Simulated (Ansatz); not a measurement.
Cost and result for the atomization energy of `[SiH2][O][GeH3]` radical (8 atoms, 7 bonds).

Total charge 0; spin multiplicity 2. Correlated methods include outer-core shells of Ge, which these sets cover unevenly. Scalar relativity is left out up to krypton. The structure was optimised at the PBE0-D4/def2-TZVP level. Program: Ansatz. All runs use 4 threads of a server CPU on a shared host. Times are those of one run each, without the atoms' runs, and a repeat can differ threefold. Electronic energies, without spin–orbit coupling; frozen cores. CCSD(T)/CBS adds CCSD(T) − MP2 in def2-TZVPP to the MP2 limit, and its time is that of the two runs behind it. T1 = 0.014; ⟨S²⟩ of the reference is 0.75. With those shells the extrapolation isn't a true limit. B3LYP takes the VWN-RPA correlation (the form of Gaussian; ORCA's B3LYP/G). HSE06 is the plane-wave form, built on full-range PBE exchange.

CCSD(T)/CBS is a level of theory with its own doubt, some kJ/mol a heavy atom from the limit and from the frozen cores, so smaller differences don't rank the functionals.

```json
{"level": "revPBE-D4/def2-TZVPP", "functions": "191", "wall time": "2.5 s"}
{"level": "BLYP-D4/def2-TZVPP", "functions": "191", "wall time": "2.6 s"}
{"level": "PBE-D4/def2-TZVPP (with forces)", "functions": "191", "wall time": "3 s"}
{"level": "HSE06-D4/def2-TZVPP", "functions": "191", "wall time": "4.3 s"}
{"level": "B3LYP-D4/def2-TZVPP (with forces)", "functions": "191", "wall time": "4.5 s"}
{"level": "PBE-QIDH/def2-TZVPP", "functions": "191", "wall time": "5.5 s"}
{"level": "r2SCAN-D4/def2-TZVPP (with forces)", "functions": "191", "wall time": "6.5 s"}
{"level": "CCSD(T)/def2-SVP", "functions": "89", "wall time": "8 s"}
{"level": "ωB97X-V/def2-TZVPP", "functions": "191", "wall time": "9.5 s"}
{"level": "B97M-V/def2-TZVPP", "functions": "191", "wall time": "11 s"}
{"level": "MP2/def2-QZVPP", "functions": "366", "wall time": "22 s"}
{"level": "CCSD(T)/def2-TZVPP", "functions": "191", "wall time": "3.2 min"}
{"level": "CCSD(T)/CBS(def2)", "functions": "–", "wall time": "3.6 min"}
```

(1) What atomization energy does each give, and how far from CCSD(T)/CBS? (An estimate is asked.)

Results:

(1) Ansatz gave: 
| level | atomization (kJ/mol) | difference from CCSD(T)/CBS | per bond |
| --- | --- | --- | --- |
| revPBE-D4/def2-TZVPP | 2262.1 | -76.4 | -10.9 |
| BLYP-D4/def2-TZVPP | 2303.6 | -34.9 | -5.0 |
| PBE-D4/def2-TZVPP (with forces) | 2308.2 | -30.3 | -4.3 |
| HSE06-D4/def2-TZVPP | 2284.4 | -54.1 | -7.7 |
| B3LYP-D4/def2-TZVPP (with forces) | 2318.7 | -19.8 | -2.8 |
| PBE-QIDH/def2-TZVPP | 2292.7 | -45.8 | -6.5 |
| r2SCAN-D4/def2-TZVPP (with forces) | 2338.0 | -0.5 | -0.1 |
| CCSD(T)/def2-SVP | 2156.1 | -182.4 | -26.1 |
| ωB97X-V/def2-TZVPP | 2345.8 | 7.3 | 1.0 |
| B97M-V/def2-TZVPP | 2352.2 | 13.7 | 2.0 |
| MP2/def2-QZVPP | 2322.6 | -15.9 | -2.3 |
| CCSD(T)/def2-TZVPP | 2284.8 | -53.7 | -7.7 |
| CCSD(T)/CBS(def2) | 2338.5 | 0.0 | 0.0 |

Leaving LDA and LC-ωPBE aside and taking each functional with its dispersion term where it has one, the values spread over 90.1 kJ/mol, from revPBE-D4 to B97M-V. LDA lies +327.1 kJ/mol from PBE without D4, its usual overbinding. The D4 term adds +24.8 kJ/mol with B3LYP and +12.9 kJ/mol with PBE0; it sums over pairs of atoms, weighted by their polarisabilities, and B3LYP, whose exchange is more repulsive, gets the larger term. At CCSD(T), def2-SVP lies −182.4 kJ/mol from the extrapolated value and def2-TZVPP −53.7 kJ/mol: correlation converges slowly with the basis, and small sets miss more of it in the bonded molecule than in its fragments.
